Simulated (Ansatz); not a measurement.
One change: `C[SiH2][Se][SiH3]` becomes `CC[Se][SiH2]C`.

Ansatz, PBE0-D4/def2-TZVP geometries, multiplicity 1. Each molecule was computed in one conformer, which needn't be the lowest.

Scalar relativity is left out up to krypton. Spin–orbit coupling is left out; it splits and shifts lone-pair levels of the heavy atoms by tenths of an eV.

| property | `C[SiH2][Se][SiH3]` |
| --- | --- |
| LUMO energy (PBE0/def2-TZVPP) / eV | -0.12 |
| size of the dipole moment (ωB97M-V/def2-TZVPP) / D | 1.52 |
| size of the dipole moment (B3LYP/def2-TZVPP) / D | 1.47 |
| HOMO energy (B3LYP/def2-TZVPP) / eV | -6.73 |
| HOMO–LUMO gap (PBE0/def2-TZVPP) / eV | 6.85 |
| HOMO energy (PBE/def2-TZVPP) / eV | -5.87 |

Problem. Give the same properties after the change, and the shifts. (Best estimate.)

Solution. Ansatz gave: 
```json
{"property": "LUMO energy (PBE0/def2-TZVPP) / eV", "`CC[Se][SiH2]C`": "-0.07", "shift": "0.05"}
{"property": "size of the dipole moment (ωB97M-V/def2-TZVPP) / D", "`CC[Se][SiH2]C`": "0.93", "shift": "-0.59"}
{"property": "size of the dipole moment (B3LYP/def2-TZVPP) / D", "`CC[Se][SiH2]C`": "0.91", "shift": "-0.56"}
{"property": "HOMO energy (B3LYP/def2-TZVPP) / eV", "`CC[Se][SiH2]C`": "-6.19", "shift": "0.54"}
{"property": "HOMO–LUMO gap (PBE0/def2-TZVPP) / eV", "`CC[Se][SiH2]C`": "6.35", "shift": "-0.50"}
{"property": "HOMO energy (PBE/def2-TZVPP) / eV", "`CC[Se][SiH2]C`": "-5.30", "shift": "0.57"}
```

With PBE0 the HOMO rises by 0.55 eV and the LUMO rises by 0.05 eV, so the gap narrows by about 0.50 eV. PBE moves the HOMO by 0.57 eV and ωB97M-V by 0.52 eV. Dipoles are sizes alone; their direction can turn.

Positive LUMOs are unbound, so they and the gaps depend on the basis.

B3LYP here is the variant with VWN-RPA as its local correlation; programs differ in this.
